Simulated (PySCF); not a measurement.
Mayer bond orders and bond lengths

Compound: C₈H₁₆P (charge +1).
SMILES with atom numbers: `[CH:1]#[C:2][PH+:3]([CH:4]([CH3:5])[CH3:6])[CH:7]([CH3:8])[CH3:9]` (hydrogens: H10 on C1; H11 on P3; H12 on C4; H13, H14, H15 on C5; H16, H17, H18 on C6; H19 on C7; H20, H21, H22 on C8; H23, H24, H25 on C9)

Geometry (GFN2-xTB, Å), atoms numbered from 1 in this order:
```xyz
25
C8H16P angstrom
C     -0.0551    3.1333    0.6193
C     -0.0095    1.9314    0.6558
P      0.0450    0.1911    0.6720
C      1.5634   -0.3849   -0.1778
C      2.7678    0.2174    0.5445
C      1.5889   -1.9118   -0.1767
C     -1.5455   -0.4693    0.0403
C     -1.7005   -0.0954   -1.4320
C     -2.6714    0.0874    0.9096
H     -0.0914    4.1865    0.6002
H      0.1546   -0.1547    2.0054
H      1.5231   -0.0062   -1.2070
H      3.6833   -0.0830    0.0404
H      2.8214   -0.1321    1.5748
H      2.7251    1.3056    0.5468
H      1.5514   -2.3011    0.8402
H      2.5132   -2.2596   -0.6323
H      0.7604   -2.3318   -0.7443
H     -1.5008   -1.5602    0.1505
H     -0.9155   -0.5352   -2.0453
H     -2.6559   -0.4593   -1.8022
H     -1.6809    0.9861   -1.5610
H     -3.6216   -0.3333    0.5892
H     -2.7343    1.1706    0.8187
H     -2.5261   -0.1674    1.9590
```

Bond orders from the PBE0/pcSseg-1 density (PySCF). Geometry: GFN2-xTB, one conformer, isolated ion.

How far do the computed orders between heavy atoms stray from the drawn ones?

The largest departure is 0.486, at C1–C2 (drawn triple, 2.514). Drawn double or triple, more than 0.30 short of the drawn order: C1–C2 (2.514). The SMILES, with its formal charges, is one Lewis structure only.

Set the Mayer orders of the bonds between heavy atoms beside their lengths.

```
 bond  drawn as  length (Å)  Mayer order
C1–C2    triple       1.203        2.514
C2–P3    single       1.741        0.927
P3–C4    single       1.833        0.956
C4–C5    single       1.528        1.008
C4–C6    single       1.527        1.006
P3–C7    single       1.834        0.974
C7–C8    single       1.527        0.990
C7–C9    single       1.528        1.004
```

Bonds between the same two heavy elements. C–C: lowest C7–C8 (0.990, 1.527 Å), highest C1–C2 (2.514, 1.203 Å). C–P: lowest C2–P3 (0.927, 1.741 Å), highest P3–C7 (0.974, 1.834 Å); in 2 of the 3 pairs the longer bond (by over 0.003 Å) has the higher order (by 0.02 or more).

And the bonds to hydrogen?

C–H: 0.90 to 1.12 (15 bonds); H–P: 0.92 (1 bond).

Sum the orders of all bonds at each heavy atom with more than one neighbour and set the sums beside the valence in the SMILES.

C1 3.638 (drawn 4), C2 3.441 (drawn 4), P3 3.779 (drawn 4), C4 3.865 (drawn 4), C5 3.860 (drawn 4), C6 3.855 (drawn 4), C7 3.867 (drawn 4), C8 3.845 (drawn 4), C9 3.857 (drawn 4). Orders between atoms that aren't bonded are not in these sums.

For a closed shell the Mayer order of atoms A and B is Σ (PS)μν (PS)νμ over the basis functions μ on A and ν on B, with P the density and S the overlap matrix.
